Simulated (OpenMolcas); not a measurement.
N3+: effect of the active space

* Program: OpenMolcas 26.06
* Method: SS-CASPT2 or its RAS form, IPEA 0.25 Eh, imaginary shift 0.1 Eh
* Basis: ANO-RCC-VTZP
* Scalar Hamiltonian: DKH2, point nucleus
* Spin-orbit coupling: RASSI with atomic mean-field integrals over the reference wave functions, term energies averaged over their components

A. 2 electrons in 4 orbitals (2s 2p); 2S+1 = 3 even, 3 roots; 2S+1 = 1 even, 7 roots; 2S+1 = 3 odd, 3 roots; 2S+1 = 1 odd, 3 roots; closed shells correlated: 1s; CASPT2 step roughly 1.9 core-seconds
B. 2 electrons in 8 orbitals (2s 2p 3s 3p); 2S+1 = 3 even, 3 roots; 2S+1 = 1 even, 7 roots; 2S+1 = 3 odd, 3 roots; 2S+1 = 1 odd, 3 roots; closed shells correlated: 1s; CASPT2 step roughly 3 core-seconds
C. 2 electrons in 9 orbitals (RAS2 2s 2p; RAS3 3d, at most 2 electrons); 2S+1 = 3 even, 3 roots; 2S+1 = 1 even, 7 roots; 2S+1 = 3 odd, 3 roots; 2S+1 = 1 odd, 3 roots; closed shells correlated: 1s; CASPT2 step roughly 5 core-seconds

Energies in cm-1 above 2s2 1S0, the measured ground level; measured values from Moore, Selected Tables of Atomic Spectra, NSRDS-NBS 3, section 4.

```json
{"Level": "2s2 1S0", "A": "0.0", "B": "0.0", "C": "0.0", "Measured": "0.0"}
{"Level": "2s 2p 3P* 0", "A": "67226", "B": "67203", "C": "67124", "Measured": "67209"}
{"Level": "2s 2p 3P* 1", "A": "67296", "B": "67273", "C": "67193", "Measured": "67272"}
{"Level": "2s 2p 3P* 2", "A": "67436", "B": "67413", "C": "67333", "Measured": "67416"}
{"Level": "2s 2p 1P* 1", "A": "132925", "B": "132788", "C": "131843", "Measured": "130694"}
{"Level": "2p2 3P0", "A": "175911", "B": "175847", "C": "175823", "Measured": "175535"}
{"Level": "2p2 3P1", "A": "175980", "B": "175917", "C": "175893", "Measured": "175608"}
{"Level": "2p2 3P2", "A": "176117", "B": "176053", "C": "176029", "Measured": "175733"}
{"Level": "2p2 1D2", "A": "190542", "B": "190377", "C": "189672", "Measured": "188882"}
{"Level": "2p2 1S0", "A": "237611", "B": "237181", "C": "237559", "Measured": "235369"}
```

Deviations, from unrounded energies. A percentage is the sum of absolute deviations over the sum of measured energies, with the sign that they share, or ± where signs differ.

```tsv
Against measurement	Levels	A	B	C
mean absolute deviation (cm-1)	9	810	710	580
other configurations (%)	9	+0.6	±0.5	±0.4
```

C lies closest to measurement on these levels and A furthest from it. The largest miss of C in the table is 2p2 1S0, by +2200 cm-1. The ranking rests on the paired levels alone, and a cruder setting can come out closer through cancelling errors.

Among A to C the level of the table that moves most is 2s 2p 1P* 1, by 1100 cm-1 (lowest in C, highest in A).

Active for correlation alone: 3p 3s; no level in the range computed is led by a configuration that fills them, so any true level of that kind is missing (holds for B). Active for correlation alone: 3d; no level in the range computed is led by a configuration that fills it, so any true level of that kind is missing (holds for C). Computed and measured levels are paired by configuration, term and J; levels that our copy of the source lacks, or whose pairing is in doubt (as where it misses far off the trend of its configuration), stay unpaired and out of the deviations. Only configurations of the active space appear.

* marks odd parity.
